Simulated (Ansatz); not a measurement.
Program: Ansatz. Geometries: PBE0-D4/def2-TZVP. ΔE: electronic, gas phase. CCSD(T)/CBS is the MP2 limit (def2-TZVPP, def2-QZVPP) plus CCSD(T) − MP2 in def2-TZVPP, frozen cores. This one scheme is used for every species. For Ge outer-core shells are correlated without core-valence functions, which leaves a few kJ/mol of doubt a bond. Scalar relativity is left out up to krypton. One conformer a species, not always the lowest.

Consider the ligand exchange at the Si–S bond: `Cl[SiH2][S][GeH3]` + `N[SiH2]N` → `N[SiH2]N[SiH2]Cl` + `[SH][GeH3]`.

```json
{"species": "`Cl[SiH2][S][GeH3]`", "HF/CBS(def2) energy (Eh)": "-3224.46307"}
{"species": "`N[SiH2]N`", "HF/CBS(def2) energy (Eh)": "-401.46817"}
{"species": "`N[SiH2]N[SiH2]Cl`", "HF/CBS(def2) energy (Eh)": "-1150.62178"}
{"species": "`[SH][GeH3]`", "HF/CBS(def2) energy (Eh)": "-2475.31786"}
```

(1) Work out ΔE.

Largest T1 diagnostic among the species: 0.011.

Answers

(1) ΔE = (-1150.62178) + (-2475.31786) − (-3224.46307) − (-401.46817) = -0.00840 Eh = -0.23 eV. CCSD(T)/CBS gives -0.08 eV.

In def2-TZVPP, CCSD(T) changes the Hartree–Fock value by +0.09 eV (the triples alone add +0.02 eV) and MP2 by +0.13 eV.
